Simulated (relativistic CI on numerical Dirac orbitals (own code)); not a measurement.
**Ti²⁺ in a cubic cluster: L2,3 absorption with charge transfer**

Computed with a charge-transfer multiplet model of a cubic metal-ligand cluster with up to one ligand hole, Slater and spin-orbit integrals from Dirac-Coulomb-Breit ions, Slater integrals scaled by 0.7. The ground state mixes d2 with configurations of k ligand holes L, whose averages lie at kΔ + k(k − 1)U_dd/2; a core hole lowers each added d electron by U_cd. 20 K, Lorentzian 0.4 eV and Gaussian 0.3 eV FWHM.

Atomic integrals in eV (Slater integrals scaled, ζ unscaled), ground: F2dd 5.756, F4dd 3.579, zeta_d 0.013; with the core hole: F2dd 6.408, F4dd 3.990, zeta_d 0.022, zeta_core 3.746, F2cd 3.430, G1cd 2.435, G3cd 1.380.

Cluster parameters (eV): Δ = 6.3, U_dd = 4.5, U_cd = 5, 10Dq(ligand) = 0.1, V(eg) = 2.45, V(t2g) = -1.21, final-state hopping factor = 1.

Weights, n_d and S are thermal averages at 20 K. Photon energies count from the first peak over 30 % of the highest in each spectrum, which can be another peak from case to case. The parameters are a model scan and need not match a compound or its usual spin state. Peaks in eV (height, largest 100): -1.2 (12), 0.0 (36), 0.9 (41), 2.1 (100), 4.3 (31), 6.8 (58), 7.7 (59), 8.2 (50).

Question: Which parameters give this spectrum?
A. 10Dq = 1.55 eV
B. 10Dq = 0.65 eV
C. 10Dq = 0.95 eV

Answer: A. 10Dq = 1.55 eV; the ground state then has 2.24 d electrons and S = 1.00. The choice follows from running the model for each set and comparing peak positions and heights. The space is cut while the next configuration still counts.
